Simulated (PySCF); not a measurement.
Dipole response of Au²⁺ (gold, charge +2)

[Xe] 4f14 5d9, 2D determinant. All numbers are calculated (PySCF 2.14, scalar relativity through the core potential, in aug-cc-pwCVTZ-PP with ECP60MDF (8s8p7d4f3g, 122 functions)). Coupled (time-dependent) response in atomic units; α is the mean over directions.

```json
{"method": "PBE0", "mean α (bohr³)": "8.663", "α xx, yy, zz": "8.539, 8.539, 8.910", "C₆ (like pair)": "56.39", "S(−4)": "15.26"}
```

S(−4) is the Cauchy moment in α(ω) = α(0) + S(−4) ω² + …

Spin-orbit coupling is absent.

α(iu) at PBE0:

```csv
u (hartree),α(iu) (bohr³)
0,8.663
0.0500,8.625
0.100,8.515
0.200,8.120
0.300,7.584
0.500,6.438
0.750,5.212
1.00,4.265
1.50,2.967
2.00,2.161
3.00,1.269
5.00,0.5716
```

A single London oscillator, α(iu) = α/(1 + u²/ω²), gives C₆ = (3/4) ω α². Matching the computed C₆ needs ω = 4 × 56.39 / (3 × 8.663²) = 1.00 hartree.

For an ion, C₆ is the dispersion term alone; charge-induced terms of lower order in 1/R come first.

The components differ because the open shell of this determinant is not spherical; for a pure term their mean is the scalar polarisability.

Energies and moments cover only the electrons outside the core potential. Spin-orbit coupling, absent here, splits the open shell strongly.
